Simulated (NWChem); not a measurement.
System: SiNH4Cl; SMILES N[SiH2]Cl

```xyz
7

Si     0.5443    -0.5100     0.0000
N     -0.6269    -1.7660     0.0000
Cl    -0.2105     1.4507     0.0000
H      1.3455    -0.6303    -1.2367
H      1.3455    -0.6303     1.2367
H     -1.1720    -1.9497     0.8346
H     -1.1720    -1.9497    -0.8346
```
Atoms are numbered in this order, from 1.

All runs: NWChem. Medium grid unless said otherwise, to which SCAN and Minnesota functionals are sensitive. All runs use the structure optimised with B3LYP/6-31G* (spherical d).

For level B97-D/def2-SVP:

```
Item                         Result
---------------------------  ------
highest occupied level (eV)   -6.34
orbital gap (eV)               6.61
```

Question: What are these values for level r2SCAN/def2-SVP?

Answer: The highest occupied level (eV) is -6.74 and the orbital gap (eV) is 7.34.
